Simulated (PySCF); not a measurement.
Ground-state electric properties of a mixed set of molecules.

All values: PBE0/pcSseg-1 (PySCF) at PBE0-D3(BJ)/def2-SVP geometries, gas phase, one conformer each. The calculation is non-relativistic, for gallium too.

(1) Rank by the highest IAO charge on any atom, lowest value first.
A. `[NH]([GaH][C](=C)C)C`
B. `Oc1ccc(CC(F)(F)F)cc1`
C. `C#C[P@](C)(=N)CC(C)=O`
D. `BC[SiH3]`

(2) Rank by the lowest Hirshfeld charge on any atom, lowest value first.
A. `BC[SiH3]`
B. `C#C[P@](C)(=N)CC(C)=O`
C. `Oc1ccc(CC(F)(F)F)cc1`
D. `C=[C](C)[GaH][NH]C`

(3) Rank by the lowest IAO charge on any atom, highest value first.
A. `C=[C](C)[GaH][NH]C`
B. `Oc1ccc(CC(F)(F)F)cc1`
C. `C#C[P@](C)(=N)CC(C)=O`
D. `BC[SiH3]`

Results:

(1) D (+0.613 e), A (+0.633 e), B (+0.812 e), C (+1.403 e).

(2) B (-0.392 e), D (-0.275 e), A (-0.219 e), C (-0.180 e).

(3) B (-0.466 e), A (-0.603 e), D (-0.662 e), C (-0.986 e).

All values together:

```csv
SMILES,formula,μ (D),HOMO (eV),LUMO (eV),lowest IAO charge (e),highest IAO charge (e),lowest Hirshfeld charge (e),highest Hirshfeld charge (e)
C=[C](C)[GaH][NH]C,C4H10GaN,1.15,-6.56,-0.73,-0.603 (N),+0.633 (Ga),-0.275 (N),+0.413 (Ga)
C#C[P@](C)(=N)CC(C)=O,C6H10NOP,3.13,-6.76,-0.85,-0.986 (N),+1.403 (P),-0.392 (N),+0.420 (P)
BC[SiH3],CH7BSi,0.88,-9.08,-1.38,-0.662 (C),+0.613 (Si),-0.219 (C),+0.331 (Si)
Oc1ccc(CC(F)(F)F)cc1,C8H7F3O,2.61,-6.70,-0.51,-0.466 (O),+0.812 (C),-0.180 (O),+0.257 (C)
```

Conformers: `[CH2:1]=[C:2]([CH3:3])[GaH:4][NH:5][CH3:6]` with C1–C2–Ga4–N5 180°, C2–Ga4–N5–C6 0°; `[CH:1]#[C:2][P@:3]([CH3:4])(=[NH:5])[CH2:6][C:7]([CH3:8])=[O:9]` with C2–P3–C6–C7 -178°, P3–C6–C7–C8 -91°; `[BH2:1][CH2:2][SiH3:3]` with H–B1–C2–Si3 -88° and 88°; `[OH:1][c:2]1[cH:3][cH:4][c:5]([CH2:6][C:7]([F:8])([F:9])[F:10])[cH:11][cH:12]1` with H–O1–C2–C3 1°, C4–C5–C6–C7 -86°.
